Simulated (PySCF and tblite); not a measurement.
The numbers below are computed, except where a source is named.
C₅H₁₀OS, numbered as in [O:1]=[S:2]1[CH2:3][CH2:4][CH2:5][CH2:6][CH2:7]1.

The ensemble was built from 90 distance-geometry starts (ETKDG and KDG, MMFF94s, GFN2-xTB) and rests on PBE0-D3(BJ)/def2-SVP geometries. Energies: PBE0-D3(BJ)/def2-TZVP, with GFN2-xTB thermal terms (modes under about 100 cm⁻¹ blended into free rotors). Symmetry numbers and mirror images are counted. Conformers within 4 kcal/mol (GFN2-xTB free energy) were kept, 5 at most. GIAO shieldings: PBE0/pcSseg-1. Shifts are against TMS (¹H), TMS (¹³C) at the same level; of two unlike H on one atom, a is the less shielded. (PySCF 2.14, tblite 0.8.)

**Question.** What shifts does this protocol give at 298.15 K under fast conformational exchange?

**Answer.** ¹H: 2.46 (H4a/H6a, 2H), 2.37 (H3a/H7a, 2H), 2.12 (H3b/H7b, 2H), 1.46 (H5a, 1H), 1.34 (H4b/H6b, 2H), 1.20 (H5b, 1H) ppm. ¹³C: 52.7 (C3/C7), 27.3 (C5), 18.3 (C4/C6) ppm.

**Question.** How do the conformers differ?

**Answer.** The 6-ring runs over atoms 2–3–4–5–6–7. Of a mirror pair one member is shown.
| conformer | shape | weight % |
| --- | --- | --- |
| 1 | 6-ring chair (O1 axial) | 72.2 |
| 2 | 6-ring chair (all substituents equatorial) | 27.8 |
| 3 | 6-ring twist-boat (ring torsions -68, 37, 34, -74, 38, 26°) | 0.0 |

| signal | 1 | 2 | 3 | average |
| --- | --- | --- | --- | --- |
| H3a/H7a | 2.47 | 2.12 | 1.98 | 2.37 |
| H3b/H7b | 1.82 | 2.91 | 2.64 | 2.12 |
| H4a/H6a | 2.72 | 1.81 | 1.97 | 2.46 |
| H4b/H6b | 1.33 | 1.37 | 1.30 | 1.34 |
| H5a | 1.58 | 1.13 | 1.72 | 1.46 |
| H5b | 1.11 | 1.44 | 1.49 | 1.20 |
| C3/C7 | 50.4 | 58.5 | 51.8 | 52.7 |
| C4/C6 | 15.8 | 24.8 | 14.7 | 18.3 |
| C5 | 27.5 | 26.9 | 22.5 | 27.3 |

**Question.** Which signal moves most, for its nucleus, between 180 and 400 K through the change of populations alone?

**Answer.** H3b/H7b: 1.98 ppm at 180 K, 2.05 ppm at 230 K, 2.12 ppm at 298.15 K, 2.15 ppm at 330 K, 2.20 ppm at 400 K.

Shifts are unscaled: against experiment ¹³C can be off by 15 ppm or more and ¹H by 0.8 ppm.
